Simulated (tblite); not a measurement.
Species: C6H7N2 (doublet state).
SMILES with atom numbers: `[H]/[C:1]=[C:2]([CH3:3])\[N:4]=[CH:5]/[CH2:6][C:7]#[N:8]` (hydrogens: H9 on C1; H10, H11, H12 on C3; H13 on C5; H14, H15 on C6)

Cartesian coordinates in Å at the GFN2-xTB level; atoms count from 1:
```xyz
15
C6H7N2 angstrom
C     -0.7584    1.4198    0.3835
C     -1.1563    0.2376   -0.0039
C     -2.4779   -0.3825    0.3489
N     -0.4031   -0.5625   -0.8766
C      0.8257   -0.7963   -0.8150
C      1.7954   -0.3471    0.2574
C      2.4878    0.8309   -0.1982
N      3.0177    1.7688   -0.5807
H      0.0492    2.0814    0.1639
H     -2.9837   -0.6850   -0.5649
H     -3.0937    0.3278    0.8915
H     -2.3263   -1.2694    0.9630
H      1.2484   -1.3902   -1.6188
H      2.5281   -1.1323    0.4597
H      1.2428   -0.0929    1.1685
```

Calculated harmonic vibrations of the isolated species, GFN2-xTB (tblite), most abundant isotopes, no scaling. Errors from tens to a few hundred cm⁻¹ against measured bands are possible. One conformer, not necessarily the lowest. Open shells enter through the occupations alone, without spin polarisation, and single modes of such species can be off by tens of per cent.

Harmonic wavenumbers (cm⁻¹): 48.7, 63.1, 106.5, 141.9, 186.3, 277.3, 361.4, 377.4, 397.3, 475.5, 563.0, 593.7, 674.2, 744.7, 830.1, 838.8, 915.0, 980.6, 1014.9, 1022.7, 1036.8, 1121.0, 1139.2, 1227.8, 1299.2, 1383.3, 1388.8, 1462.6, 1470.1, 1643.8, 1724.5, 2403.4, 2945.7, 2967.9, 3009.3, 3014.2, 3039.0, 3064.0, 3179.4.

A = 4801, B = 1238, C = 1078 MHz; mass 107.061 u (most abundant isotopes); point group C1, symmetry number 1; spin multiplicity 2.

Question: What is the zero-point energy?

Answer: Half the sum of the wavenumbers: 24567 cm⁻¹ = 293.88 kJ/mol.

Question: Entropy at 500 K, 1 bar (ideal gas, RRHO, classical rotation)?

Answer: Translation 177.89, rotation 124.89, vibration 176.87, spin (R ln 2) 5.76: S = 485.4 J/(mol K).

Question: And Cp and H(500 K) − H(0)?

Answer: Cp = 196.93 J/(mol K), of which vibrations give 163.67 (their classical limit is 39 R = 324.3); H(500 K) − H(0) = 60.73 kJ/mol without the zero-point energy, 44.11 from vibrations.

Question: Blend soft modes into free rotors: weight 1/[1 + (100 cm⁻¹/ν̃)⁴] for the oscillator and the rest for a rotor with moment μB/(μ + B), μ = h/(8π²ν), B = 10⁻⁴⁴ kg m². What vibrational entropy results?

Answer: 161.40 J/(mol K) in place of 176.87, which changes −T·S at 500 K by +7.73 kJ/mol.

Question: What must be added to the electronic energy to get the Gibbs energy at 500 K and 1 bar?

Answer: ZPE + [H(500 K) − H(0)] − T·S = 293.88 + 60.73 − 242.71 = 111.90 kJ/mol.

Question: How do the functions run with temperature in this model?

Answer: 
```json
{"T (K)": "50", "S (J/(mol K))": "245.2", "Cp (J/(mol K))": "54.5", "H − H(0) (kJ/mol)": "2.10", "G − H(0) (kJ/mol)": "-10.16", "ln q(vib)": "0.53"}
{"T (K)": "100", "S (J/(mol K))": "288.9", "Cp (J/(mol K))": "73.1", "H − H(0) (kJ/mol)": "5.31", "G − H(0) (kJ/mol)": "-23.58", "ln q(vib)": "1.69"}
{"T (K)": "298.15", "S (J/(mol K))": "398.8", "Cp (J/(mol K))": "139.8", "H − H(0) (kJ/mol)": "26.43", "G − H(0) (kJ/mol)": "-92.48", "ln q(vib)": "6.27"}
{"T (K)": "373.15", "S (J/(mol K))": "432.8", "Cp (J/(mol K))": "163.3", "H − H(0) (kJ/mol)": "37.80", "G − H(0) (kJ/mol)": "-123.68", "ln q(vib)": "7.93"}
{"T (K)": "750", "S (J/(mol K))": "574.8", "Cp (J/(mol K))": "243.6", "H − H(0) (kJ/mol)": "116.24", "G − H(0) (kJ/mol)": "-314.86", "ln q(vib)": "15.76"}
{"T (K)": "1000", "S (J/(mol K))": "649.4", "Cp (J/(mol K))": "274.2", "H − H(0) (kJ/mol)": "181.22", "G − H(0) (kJ/mol)": "-468.14", "ln q(vib)": "20.42"}
```

q(vib) and H(0) count from the zero-point level.

Question: Which modes carry the vibrational entropy at 500 K?

Answer: 48.7 cm⁻¹: 24.66; 63.1 cm⁻¹: 22.51; 106.5 cm⁻¹: 18.18; 141.9 cm⁻¹: 15.82; 186.3 cm⁻¹: 13.60; 277.3 cm⁻¹: 10.41 J/(mol K); the other 33 give 71.70 together.

Hindered rotation and anharmonicity are outside this model. Other conformers, if any are populated, would add a mixing term that is left out. The structure is chiral; the term R ln 2 for an equal mix with its mirror image is left out.

On an Arm Neoverse N1 with one thread, shared host with 32 logical CPUs at a one-minute load of 20, this took 0.64 s. The figure is for the frequency step alone.
